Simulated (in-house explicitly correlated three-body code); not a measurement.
Computed with an exponentially correlated three-body code. Model: two electrons around a point charge, non-relativistic, variational in 260 exponentially correlated functions (energies converged to about 1e-7 hartree, or 1e-8 relative for large Z).

For two electrons in a singlet the Kohn-Sham orbital is the square root of half the density, so the exact Kohn-Sham potential and energy parts follow from the density alone, and exchange is minus half the Hartree energy. The Kohn-Sham level equals minus the binding energy of the second electron.

Command:
```bash
python run_hyl.py task.json out
```
Settings (lengths in bohr, energies in hartree):
```
Z                      2.5
interaction_strength   1
functions              260
states_tried           13
```

Run time, properties included: 30 s on 1 thread of Intel(R) Xeon(R) Platinum 8488C (Sapphire Rapids), with other jobs on the host.

**Those bound S and P states to n = 4 that converged, binding against the one-electron ion.**

Given: nuclear charge 2.5.

Computed: one-electron threshold -3.125 hartree.

| term | energy (hartree) | binding (eV) | quantum defect |
| --- | --- | --- | --- |
| 1 1S | -4.84191621 | 46.72 | 0.19053 |
| 2 3S | -3.48651518 | 9.8373 | 0.23594 |
| 2 1S | -3.43735923 | 8.4997 | 0.10221 |
| 2 3P | ? | ? | ? |
| 2 1P | -3.40273917 | 7.5577 | -0.012601 |
| 3 3S | -3.27140486 | 3.9839 | 0.22797 |
| 3 1S | ? | ? | ? |
| 3 3P | -3.25523605 | 3.5439 | 0.060925 |
| 3 1P | -3.24887508 | 3.3708 | -0.013591 |
| 4 3S | -3.20396857 | 2.1488 | 0.22559 |
| 4 1S | -3.19887388 | 2.0102 | 0.097609 |
| 4 3P | -3.19752329 | 1.9735 | 0.06144 |
| 4 1P | -3.19483053 | 1.9002 | -0.01378 |

Task: What belongs in the row 2 3P?

Result: energy (hartree): -3.42360427; binding (eV): 8.1254; quantum defect: 0.058988.

Task: What belongs in the row 3 1S?

Result: energy (hartree): -3.25864097; binding (eV): 3.6366; quantum defect: 0.098608.

**Converged states only, values per electron or pair.**

```
term  mean r (bohr)  mean r squared (bohr²)  mean inverse r (1/bohr)  mean r12 (bohr)  mean inverse r12 (1/bohr)  mean cosine  mean p1 dot p2 (bohr⁻²)  delta r1 (bohr⁻³)  delta r12 (bohr⁻³)
1 1S        0.70853                 0.68669                   2.1881           1.0735                     1.2566    -0.052014                  0.22371             3.7875             0.26472
2 3S         1.8788                  6.0586                   1.4678           3.2418                      0.366    -0.014237                 0.012416             2.6147                   -
2 1S         2.1148                  7.9091                   1.4474            3.694                    0.36235    -0.015074                 0.015567             2.5897            0.027663
2 3P         1.8436                  6.0106                   1.4474           3.1864                    0.38987    -0.047863                 -0.16427             2.4522                   -
2 1P         1.9957                  7.1241                   1.4347           3.4489                    0.36798    0.0027527                  0.12761             2.4911           0.0034282
3 3S              ?                       ?                        ?                ?                          ?            ?                        ?                  ?                   -
3 1S          4.516                  40.611                   1.3362           8.4604                    0.16389   -0.0046055                0.0044514             2.5155           0.0079963
3 3P         4.2823                  36.865                   1.3362           8.0018                    0.17066    -0.013132                -0.043899             2.4774                   -
3 1P         4.5089                  41.031                   1.3325           8.4439                    0.16481   0.00093587                 0.038744              2.488           0.0011703
4 3S         7.4332                  114.74                   1.3003           14.284                    0.09368   -0.0016609                0.0013289             2.5001                   -
4 1S              ?                       ?                        ?                ?                          ?            ?                        ?                  ?                   ?
4 3P         7.7204                  125.27                   1.2981            14.86                   0.095376   -0.0053578                -0.017722             2.4829                   -
4 1P         8.0226                   135.5                   1.2965            15.46                   0.093004   0.00040302                 0.016434             2.4873          0.00051712
```

Task: What belongs in the row 3 3S?

Result: mean r (bohr): 4.156; mean r squared (bohr²): 34.025; mean inverse r (1/bohr): 1.3417; mean r12 (bohr): 7.7453; mean inverse r12 (1/bohr): 0.16578; mean cosine: -0.004069; mean p1 dot p2 (bohr⁻²): 0.0033198; delta r1 (bohr⁻³): 2.5203.

Task: What belongs in the row 4 1S?

Result: mean r (bohr): 7.919; mean r squared (bohr²): 130.85; mean inverse r (1/bohr): 1.2981; mean r12 (bohr): 15.254; mean inverse r12 (1/bohr): 0.092733; mean cosine: -0.0019441; mean p1 dot p2 (bohr⁻²): 0.0018419; delta r1 (bohr⁻³): 2.4985; delta r12 (bohr⁻³): 0.003318.

**Exact Kohn-Sham parts of the ground state from its density.**

Computed: Kohn-Sham kinetic 4.8034 hartree; Hartree energy 2.6761 hartree; exchange energy -1.338 hartree; DFT correlation energy -0.04293 hartree; kinetic part of the DFT correlation energy 0.038534 hartree; potential part of the DFT correlation energy -0.081464 hartree; exact minus restricted Hartree-Fock -0.042901 hartree; Kohn-Sham level -46.72 eV; restricted Hartree-Fock level -47.078 eV; dipole polarisability 0.45539 bohr³.

Task: What is the C6 of two such species?

Result: 0.28169 hartree·bohr⁶.

Task: What is the total energy?

Result: -4.84191621 hartree.

**Density and exact potentials over r, pair density (one pair, times 4 pi r12^2) and exact minus Kohn-Sham pair density over r12.**

```
radius (bohr)  radial density (electrons/bohr)  exchange potential (hartree)  intracule density (1/bohr)  Coulomb hole against Kohn-Sham (1/bohr)  correlation potential (hartree)
       0.0871                          0.46901                       -2.1394                    0.026636                                 -0.01195                           -0.043
        0.102                          0.59791                       -2.1236                    0.036638                                 -0.01577                           -0.039
        0.118                                ?                             ?                           ?                                        ?                                ?
        0.138                          0.91838                       -2.0795                    0.067091                                 -0.02611                           -0.029
        0.161                           1.1184                       -2.0479                     0.09091                                 -0.03315                           -0.023
        0.188                           1.3393                       -2.0081                     0.12277                                 -0.04142                           -0.016
        0.219                           1.5672                       -1.9599                     0.16387                                  -0.0505                           -0.008
        0.256                           1.7973                       -1.9002                     0.21803                                 -0.06015                                0
        0.298                           1.9997                       -1.8309                     0.28425                                 -0.06885                            0.008
        0.348                           2.1622                       -1.7481                      0.3664                                 -0.07544                            0.015
        0.406                           2.2558                       -1.6538                     0.46136                                 -0.07765                            0.021
        0.474                           2.2609                       -1.5477                     0.56554                                 -0.07328                            0.025
        0.553                           2.1645                       -1.4323                     0.66889                                 -0.06076                            0.027
        0.645                           1.9675                       -1.3099                     0.75759                                 -0.04008                            0.026
        0.752                           1.6863                       -1.1838                     0.81388                                 -0.01378                            0.022
        0.877                                ?                             ?                           ?                                        ?                                ?
         1.02                           1.0064                      -0.93592                     0.76699                                  0.03367                            0.013
         1.19                          0.68175                      -0.81878                     0.65344                                  0.04327                            0.009
         1.39                          0.41416                      -0.71005                      0.4974                                  0.04007                            0.005
         1.62                           0.2245                      -0.61362                     0.33391                                  0.02825                            0.003
         1.89                          0.10519                      -0.52786                      0.1918                                  0.01458                            0.002
         2.21                         0.041132                      -0.45214                    0.090861                                 0.004641                            0.001
```

Task: What belongs in the row 0.118?

Result: radial density (electrons/bohr): 0.74006; exchange potential (hartree): -2.105; intracule density (1/bohr): 0.049099; Coulomb hole against Kohn-Sham (1/bohr): -0.02021; correlation potential (hartree): -0.035.

Task: What belongs in the row 0.877?

Result: radial density (electrons/bohr): 1.3504; exchange potential (hartree): -1.0572; intracule density (1/bohr): 0.82032; Coulomb hole against Kohn-Sham (1/bohr): 0.01312; correlation potential (hartree): 0.018.

The correlation energy of density-functional theory lies 0.03 millihartree below exact minus Hartree-Fock, because the Hartree-Fock density, unlike the exact one, minimises the Hartree-Fock energy.
